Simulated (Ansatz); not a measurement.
Consider the homolysis of the F–Si bond: `N#C[SiH](F)Cl` → F• + `N#C[SiH]Cl`•.

Gas-phase electronic energies from Ansatz, PBE0-D4/def2-TZVP geometries. CBS: MP2 limit from def2 TZ/QZ plus the TZ coupled-cluster correction, frozen cores. This one scheme is used for every species, atoms too. DFT in def2-TZVPP. No spin–orbit coupling; open shells (•) take unrestricted orbitals. Spin–orbit coupling would lower the free atoms: a little for F.

`N#C[SiH](F)Cl`:

```xyz
6

N     1.651    0.689   -1.680
C     0.860    0.393   -0.898
Si   -0.368   -0.055    0.396
F    -1.796    0.288   -0.182
Cl   -0.223   -2.035    0.746
H    -0.123    0.720    1.618
```

`N#C[SiH]Cl`•:

```xyz
5

N     0.874   -1.180   -1.754
C     0.370   -0.534   -0.942
Si   -0.560    0.522    0.235
Cl   -0.927   -0.539    1.932
H     0.243    1.731    0.530
```

```json
{"level": "r2SCAN0-D4", "ΔE (eV)": "6.38"}
{"level": "BHLYP-D4", "ΔE (eV)": "6.34"}
{"level": "PBE-QIDH", "ΔE (eV)": "6.60"}
{"level": "CCSD/def2-SVP", "ΔE (eV)": "6.16"}
{"level": "HF/def2-TZVPP", "ΔE (eV)": "5.08"}
{"level": "HF/def2-QZVPP", "ΔE (eV)": "5.11"}
{"level": "MP2/CBS(def2)", "ΔE (eV)": "7.31"}
{"level": "CCSD/CBS(def2)", "ΔE (eV)": "6.75"}
```

Task: What does CCSD(T)/CBS give? (Best estimate.)

Result: Ansatz gave: +6.85 eV. The listed levels differ from it by -0.47, -0.51, -0.25, -0.69, -1.77, -1.74, 0.46, -0.10 eV.

Task: What do rigid-rotor, harmonic-oscillator terms from PBE0-D4/def2-TZVP frequencies (298.15 K, 1 bar) make of the CCSD(T)/CBS value? (An estimate is asked.)

Result: The calculation gave: ΔZPE = -0.12 eV, ΔH = +6.77 eV, ΔS = 144 J/(mol·K), ΔG = +6.32 eV. Open shells count their whole term as degenerate.

Largest T1 diagnostic among the species: 0.022.

Leaving LDA and LC-ωPBE aside and taking each functional with its dispersion term where it has one, the values, not all of them listed here, spread over 0.42 eV, from BHLYP-D4 to ωB97M-V. LDA lies +0.93 eV from PBE without D4, its usual overbinding. From PBE to PBE0 (25 % exact exchange), in def2-TZVPP and without D4, ΔE moves by −0.14 eV: exact exchange takes away binding that semilocal exchange gives to molecules.

CCSD(T)/CBS has its own doubt, a few kJ/mol and more with outer-core shells, so smaller differences from it don't rank the levels.
